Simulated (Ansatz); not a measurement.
`F[SiH2]C1C=NC1` → `C[Si](C)(F)C#N`  (isomerisation)

Calculated with Ansatz (gas phase, PBE0-D4/def2-TZVP geometries, no zero-point term in ΔE). CCSD(T)/CBS adds triple-zeta CCSD(T) − MP2 to the extrapolated MP2 energy (def2 sets, frozen cores). DFT in def2-TZVPP. B3LYP here is the variant with VWN-RPA as its local correlation; programs differ in this. One conformer a species, not always the lowest.

Q: Is it downhill or uphill in electronic energy at CCSD(T)/CBS, and by how much? (Estimate.)

A: Ansatz gave: Downhill: ΔE = -250.7 kJ/mol.

Q: What do these levels give: PBE-D4, B3LYP-D4, HF/def2-TZVPP, HF/CBS(def2), MP2/CBS(def2), CCSD/CBS(def2)? (Estimate.)

A: Computed: PBE-D4 -225.2, B3LYP-D4 -251.5, HF/def2-TZVPP -271.2, HF/CBS(def2) -269.8, MP2/CBS(def2) -259.1, CCSD/CBS(def2) -253.7 kJ/mol.

Largest T1 diagnostic among the species: 0.012.

In def2-TZVPP, CCSD(T) changes the Hartree–Fock value by +18.5 kJ/mol (the triples alone add +3.0 kJ/mol) and MP2 by +10.1 kJ/mol.
